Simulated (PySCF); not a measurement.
Potassium: a sound run and one with changed settings

Sound run: K⁺ [Ar], K²⁺ [Ne] 3s2 3p5. All numbers are calculated (PySCF 2.14, the spin-free X2C one-electron Hamiltonian (Gaussian nucleus), in aug-cc-pVDZ-X2C). In the sound run the correlated levels freeze [Ne] 3s2. The sound run starts from symmetry-adapted Hartree-Fock orbitals and uses a fine grid where one is needed.

Changed run: the non-relativistic Hamiltonian (point nucleus). This setting is unsound on purpose.

```
species   method  sound run (hartree)  changed run (hartree)  converged
     K⁺      UHF           -601.30931             -598.47971        yes
     K⁺    M06-L           -602.05245             -599.22272        yes
     K⁺     BP86           -602.11962             -599.29019        yes
     K⁺      MP2           -601.31383             -598.48427        yes
     K⁺  CCSD(T)           -601.31404             -598.48449        yes
    K²⁺      UHF           -600.15061             -597.32606        yes
    K²⁺    M06-L           -600.84266             -598.01808        yes
    K²⁺     BP86           -600.91389             -598.08950        yes
    K²⁺      MP2           -600.15264             -597.32810        yes
    K²⁺  CCSD(T)           -600.15275             -597.32821        yes
```

Ionisation energy of K⁺:

```json
{"method": "UHF", "sound run (eV)": "31.530", "changed run (eV)": "31.392"}
{"method": "M06-L", "sound run (eV)": "32.920", "changed run (eV)": "32.780"}
{"method": "BP86", "sound run (eV)": "32.810", "changed run (eV)": "32.672"}
{"method": "MP2", "sound run (eV)": "31.598", "changed run (eV)": "31.461"}
{"method": "SCS-MP2", "sound run (eV)": "31.592", "changed run (eV)": "31.455"}
{"method": "CCSD", "sound run (eV)": "31.600", "changed run (eV)": "31.463"}
{"method": "CCSD(T)", "sound run (eV)": "31.600", "changed run (eV)": "31.464"}
```

Most of the change in total energy is the relativistic energy itself. On top of that the contraction fixes the core shape for the Hamiltonian it was made with, so the changed run is not a good calculation with the other Hamiltonian either.

For comparison, NIST gives 31.625 eV between the lowest levels.
